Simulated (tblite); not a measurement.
C5H10F2Ge.
Numbering: `[CH3:1][CH:2]([CH3:3])/[CH:4]=[C:5](\[F:6])[GeH2:7][F:8]` (hydrogens: H9, H10, H11 on C1; H12 on C2; H13, H14, H15 on C3; H16 on C4; H17, H18 on Ge7)

Computed with GFN2-xTB (tblite), gas phase: L-BFGS steps from a force-field or distance-geometry start until the largest atomic force falls under 0.01 eV/Å.

Step 57: E = -740.5332 eV
```
atom  x, y, z in Å  |  force x, y, z in eV/Å
C1     -1.9438   -1.1234   -0.8428    0.005   0.007   0.018
C2     -1.1267   -0.2922    0.1437   -0.007   0.011   0.005
C3     -1.6576    1.1444    0.2204   -0.009   0.010  -0.011
C4      0.3155   -0.2290   -0.2634   -0.006  -0.020   0.003
C5      1.3447   -0.1567    0.5670   -0.009   0.000   0.024
F6      1.1409   -0.2074    1.9150   -0.003  -0.012   0.002
Ge7     3.2348    0.1212    0.1390   -0.001   0.028  -0.005
F8      3.2030    1.3901   -1.0686    0.003  -0.025  -0.013
H9     -1.9160   -0.6761   -1.8347    0.008  -0.019   0.020
H10    -1.5587   -2.1393   -0.9041    0.025   0.025  -0.015
H11    -2.9795   -1.1739   -0.5148   -0.003   0.014  -0.021
H12    -1.2033   -0.7408    1.1394    0.036   0.000   0.002
H13    -2.7152    1.1437    0.4720   -0.006  -0.009   0.005
H14    -1.5258    1.6473   -0.7347   -0.019   0.001  -0.023
H15    -1.1184    1.7058    0.9798   -0.009  -0.008   0.002
H16     0.5339   -0.1742   -1.3217   -0.013   0.018   0.011
H17     4.0000    0.7419    1.2710    0.006  -0.015   0.005
H18     3.9634   -0.9749   -0.5873    0.001  -0.006  -0.008
```

Step 58: E = -740.5335 eV
```
atom  x, y, z in Å  |  force x, y, z in eV/Å
C1     -1.9426   -1.1239   -0.8426    0.009   0.009   0.017
C2     -1.1266   -0.2910    0.1437   -0.021   0.006   0.001
C3     -1.6590    1.1456    0.2198    0.003  -0.012  -0.012
C4      0.3158   -0.2270   -0.2620   -0.013  -0.006  -0.005
C5      1.3447   -0.1563    0.5687   -0.016  -0.011   0.014
F6      1.1423   -0.2149    1.9161   -0.006  -0.007   0.012
Ge7     3.2336    0.1206    0.1386    0.025   0.038  -0.005
F8      3.2042    1.3907   -1.0688   -0.002  -0.036  -0.012
H9     -1.9153   -0.6786   -1.8351    0.013  -0.012   0.013
H10    -1.5561   -2.1393   -0.9024    0.021   0.023  -0.014
H11    -2.9787   -1.1747   -0.5158   -0.003   0.012  -0.015
H12    -1.2038   -0.7402    1.1388    0.036   0.003   0.012
H13    -2.7163    1.1438    0.4730   -0.001  -0.006   0.006
H14    -1.5287    1.6467   -0.7366   -0.020   0.005  -0.019
H15    -1.1177    1.7069    0.9777   -0.017  -0.001  -0.001
H16     0.5343   -0.1667   -1.3200   -0.012   0.017   0.011
H17     4.0011    0.7438    1.2681    0.004  -0.022   0.003
H18     3.9600   -0.9790   -0.5862   -0.001   0.003  -0.006
```

Step 59: E = -740.5339 eV
```
atom  x, y, z in Å  |  force x, y, z in eV/Å
C1     -1.9414   -1.1243   -0.8417    0.010   0.007   0.010
C2     -1.1266   -0.2894    0.1438   -0.026  -0.001   0.000
C3     -1.6605    1.1470    0.2186    0.012  -0.030  -0.013
C4      0.3159   -0.2252   -0.2605   -0.014   0.015  -0.008
C5      1.3447   -0.1567    0.5707   -0.019  -0.023  -0.003
F6      1.1438   -0.2250    1.9175   -0.010  -0.002   0.017
Ge7     3.2326    0.1205    0.1381    0.040   0.030  -0.003
F8      3.2048    1.3906   -1.0692   -0.005  -0.040  -0.015
H9     -1.9143   -0.6815   -1.8350    0.020   0.000   0.002
H10    -1.5527   -2.1388   -0.9003    0.015   0.014  -0.009
H11    -2.9780   -1.1751   -0.5171   -0.003   0.005  -0.004
H12    -1.2029   -0.7390    1.1386    0.028   0.005   0.023
H13    -2.7174    1.1440    0.4736    0.005  -0.003   0.007
H14    -1.5323    1.6459   -0.7393   -0.019   0.008  -0.010
H15    -1.1170    1.7081    0.9752   -0.026   0.008  -0.006
H16     0.5340   -0.1573   -1.3181   -0.007   0.015   0.011
H17     4.0017    0.7458    1.2656    0.005  -0.027   0.002
H18     3.9566   -0.9831   -0.5853   -0.005   0.017  -0.001
```

**Question.** Estimate the geometry and energy of step 60. (The exact step hangs on the optimiser's Hessian estimate; all steps are aligned on step 59, rigid shifts and turns removed.)

**Answer.** E = -740.5342 eV, largest force 0.042 eV/Å
```
atom  x, y, z in Å  |  force x, y, z in eV/Å
C1     -1.9402   -1.1246   -0.8403    0.008   0.003  -0.001
C2     -1.1267   -0.2879    0.1442   -0.018  -0.008   0.002
C3     -1.6616    1.1480    0.2168    0.011  -0.034  -0.010
C4      0.3158   -0.2236   -0.2592   -0.008   0.037  -0.005
C5      1.3447   -0.1586    0.5725   -0.015  -0.029  -0.016
F6      1.1453   -0.2369    1.9190   -0.011   0.002   0.011
Ge7     3.2325    0.1207    0.1376    0.032   0.009   0.002
F8      3.2042    1.3896   -1.0696   -0.008  -0.034  -0.023
H9     -1.9132   -0.6845   -1.8345    0.026   0.014  -0.009
H10    -1.5495   -2.1381   -0.8980    0.008   0.002  -0.002
H11    -2.9775   -1.1750   -0.5181   -0.002  -0.003   0.005
H12    -1.2008   -0.7370    1.1391    0.013   0.007   0.029
H13    -2.7182    1.1444    0.4734    0.008  -0.001   0.008
H14    -1.5358    1.6452   -0.7426   -0.016   0.006   0.000
H15    -1.1168    1.7097    0.9722   -0.031   0.016  -0.012
H16     0.5332   -0.1470   -1.3164   -0.002   0.012   0.010
H17     4.0013    0.7478    1.2640    0.010  -0.029   0.004
H18     3.9545   -0.9858   -0.5851   -0.007   0.030   0.006
```

The energy changes by -0.0004 eV. The first-order estimate −F·Δx gives -0.0005 eV and the mean of the old and new forces, exact on a quadratic surface, -0.0004 eV. The step makes an angle of 77° with the force vector and moves no atom by more than 0.012 Å.

What follows is the cost of the whole relaxation. Time: 1.5 s of wall time. Hardware: an Arm Neoverse N1 with one thread, shared host with 64 logical CPUs at a one-minute load of 44.
